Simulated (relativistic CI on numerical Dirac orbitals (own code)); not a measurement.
**d1 to d9 in one tetrahedral field**

Computed with a parametric ligand-field model without spin-orbit coupling, by exact diagonalisation: B = 670, C = 2770, 10Dq = -5900 cm⁻¹ (Td; |10Dq|/B = 8.8) for every shell. Energies in cm⁻¹; the field energy is (0.6 n_e − 0.4 n_t2) × 10Dq of the ground term; g labels are left out.

| Shell | Ground term | Electrons in e | Field energy | First spin-allowed bands | Lowest term of other spin |
| --- | --- | --- | --- | --- | --- |
| d1 | 2E | 1.000 | -3540 | 2T2 5900 |  |
| d2 | 3A2 | 2.000 | -7080 | 3T2 5900, 3T1 9854 | 1E 10482 |
| d3 | 4T1 | 1.915 | -4216 | 4T2 5118, 4A2 11018 | 2E 7235 |
| d4 | 5T2 | 2.000 | -2360 | 5E 5900 | 3T1 9565 |
| d5 | 6A1 | 2.000 | 0 | none | 4T1 16488 |
| d6 | 5E | 3.000 | -3540 | 5T2 5900 | 3T1 10048 |
| d7 | 4A2 | 4.000 | -7080 | 4T2 5900, 4T1 9854 | 2E 12715 |
| d8 | 3T1 | 3.915 | -4216 | 3T2 5118, 3A2 11018 | 1T2 9907 |
| d9 | 2T2 | 4.000 | -2360 | 2E 5900 |  |

Every shell keeps the spin of the free ion. Tetrahedral fields of 3d complexes are almost always too weak to pair spins. High-spin d^(n+5) repeats the spin-allowed bands of d^n, since the half-filled shell is spherical.
